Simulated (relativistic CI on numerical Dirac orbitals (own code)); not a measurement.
Transition arrays of Mo23+

These numbers are calculated, not measured: Dirac-Coulomb-Breit CI, KLI orbitals optimised for each configuration, a model potential for QED, valence Slater integrals scaled by 0.9, whole transition arrays (own radial code, finite nucleus).

CI space (outside the closed core [Ne] 3s2): 3p6.3d, 3p6.4f, 3p5.3d2, 3p6.4p, 3p6.5f. Levels of other configurations are missing.

All E1 lines from the levels of 3p6.3d; mean and standard deviation are weighted by gf, and upper levels are sorted by their leading configuration.

| Upper configuration | Lines | Σgf | Mean (eV) | Mean (nm) | σ (eV) | Strongest line (nm) |
| --- | --- | --- | --- | --- | --- | --- |
| 3p6.4f | 3 | 8.8 | 570.05 | 2.175 | 2.06 | 2.181 |
| 3p5.3d2 | 60 | 16.8 | 167.06 | 7.421 | 10.81 | 7.173 |
| 3p6.4p | 3 | 0.3 | 471.16 | 2.631 | 1.97 | 2.627 |
| 3p6.5f | 3 | 2.1 | 754.63 | 1.643 | 2.14 | 1.647 |

Σgf per state of the lower configuration in bins of 0.2 nm over the central range (centre: value): 1.7: 0.21, 2.1: 0.88, 2.7: 0.03, 7.1: 0.99, 7.3: 0.05, 7.5: 0.27, 7.7: 0.06, 7.9: 0.16, 8.3: 0.02, 8.5: 0.03, 9.1: 0.06.

Question: How do configuration mixing and the scaling of the Slater integrals move the arrays?

Answer: Slater scale 0.9, no configuration mixing: 3p6.4f 569.7 ± 2.1 eV (Σgf 8.1), 3p5.3d2 167.1 ± 10.7 eV (Σgf 17.1), 3p6.4p 471.1 ± 2.0 eV (Σgf 0.4), 3p6.5f 754.5 ± 2.1 eV (Σgf 1.9); Slater scale 1: 3p6.4f 570.1 ± 2.1 eV (Σgf 8.9), 3p5.3d2 170.4 ± 11.3 eV (Σgf 17.1), 3p6.4p 471.2 ± 2.0 eV (Σgf 0.3), 3p6.5f 754.7 ± 2.1 eV (Σgf 2.2); Slater scale 0.8: 3p6.4f 570.0 ± 2.1 eV (Σgf 8.7), 3p5.3d2 163.7 ± 10.4 eV (Σgf 16.5), 3p6.4p 471.1 ± 2.0 eV (Σgf 0.3), 3p6.5f 754.6 ± 2.1 eV (Σgf 2.1). With mixing, levels are counted to their leading configuration, so an array can shrink or vanish into another, and the sums then hold other lines.
